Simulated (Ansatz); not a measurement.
System: hept-1-ene, C7H14, net charge 0, singlet state. SMILES: C(C=C)CCCC
Structure (B3LYP-D3(BJ)/def2-TZVP (Ansatz, a quantum-chemistry and plane-wave program) minimum search):
```xyz
21

C      3.6805    -0.1131     0.1284
C      2.2922    -0.7454     0.1638
C      1.1714     0.2561    -0.1033
C     -0.2209    -0.3666    -0.0667
C     -1.3408     0.6465    -0.3310
C     -2.7003     0.0207    -0.3388
C     -3.6874     0.3199     0.4958
H      3.8821     0.3376    -0.8465
H      3.7725     0.6744     0.8804
H      4.4616    -0.8506     0.3218
H      2.2374    -1.5515    -0.5752
H      2.1285    -1.2161     1.1386
H      1.3325     0.7267    -1.0799
H      1.2263     1.0644     0.6347
H     -0.3890    -0.8365     0.9074
H     -0.2795    -1.1712    -0.8077
H     -1.3051     1.4401     0.4209
H     -1.1564     1.1238    -1.3009
H     -2.8614    -0.7508    -1.0886
H     -3.5702     1.0798     1.2606
H     -4.6471    -0.1784     0.4453
```

Quantity: vertical ionisation energy (to the doublet state of charge +1; each state is the SCF solution reached for its spin), in eV. Valence correlation only, unless marked. Open shells are spin-unrestricted. No spin-orbit coupling. No relativistic terms. 

```csv
level,program,vertical ionisation energy (eV)
HF/aug-cc-pVDZ,Ansatz,8.19
HF/aug-cc-pVTZ,Ansatz,8.18
SVWN5/def2-TZVPD,Ansatz,9.26
PBE/def2-TZVPD,Ansatz,9.07
r2SCAN/def2-TZVPD,Ansatz,9.12
B3LYP/def2-TZVPD,Ansatz,9.34
PBE0/def2-TZVPD,Ansatz,9.34
BHLYP/def2-TZVPD,Ansatz,9.29
wB97M-V/def2-TZVPD,Ansatz,9.54
B2PLYP/def2-TZVPD,Ansatz,9.51
MP2/aug-cc-pVDZ,Ansatz,9.78
RI-MP2/aug-cc-pVTZ,Ansatz,9.89
SCS-MP2/aug-cc-pVDZ,Ansatz,9.72
CCSD(T)/aug-cc-pVDZ,Ansatz,9.65
```
